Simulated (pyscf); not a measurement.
Structures and frequencies: ωB97X-D3(BJ)/def2-SVP in PySCF.

For germylene (GeH₂) [singlet] + dichlorosilane (Cl–SiH₂–Cl) -> Cl–SiH(Cl)–GeH₃, an insertion (singlet surface; H–Si broken, Ge–Si, Ge–H formed), PBE/def2-TZVP gives ΔE‡ = -10.1 kcal/mol and ΔE = -43.6 kcal/mol (zero: the separated reactants). In which direction and how far do PBE0-D3(BJ)/def2-TZVP, M06-2X/def2-TZVP, ωB97M-D3(BJ)/def2-TZVP move these?

PBE0-D3(BJ): ΔE‡ = -10.2 kcal/mol, ΔE = -47.3 kcal/mol; M06-2X: ΔE‡ = -2.4 kcal/mol, ΔE = -40.6 kcal/mol; ωB97M-D3(BJ): ΔE‡ = -2.2 kcal/mol, ΔE = -40.2 kcal/mol. PBE's barrier matches one of them and lies within 7.9 kcal/mol of the others. Its reaction energy lies among theirs. On the reactant side the descent ends in an adduct with a Ge–Si contact, 9.9 kcal/mol under the separated species and 1.7 kcal/mol under the saddle at ωB97X-D3(BJ)/def2-TZVP. At PBE, PBE0-D3(BJ), M06-2X, ωB97M-D3(BJ) the saddle lies under the separated reactants, which points to a path from their complex (located at ωB97X-D3(BJ) alone). What is counted as formed (Ge–Si) is already present as a longer contact in the reactant adduct; forming that adduct is a step of its own. At ωB97X-D3(BJ) the barrier from the zero used here is -8.2 kcal/mol. This is the saddle that the search found; another between the same sides may lie lower. Elements up to Kr have no core potential and no relativistic terms here.
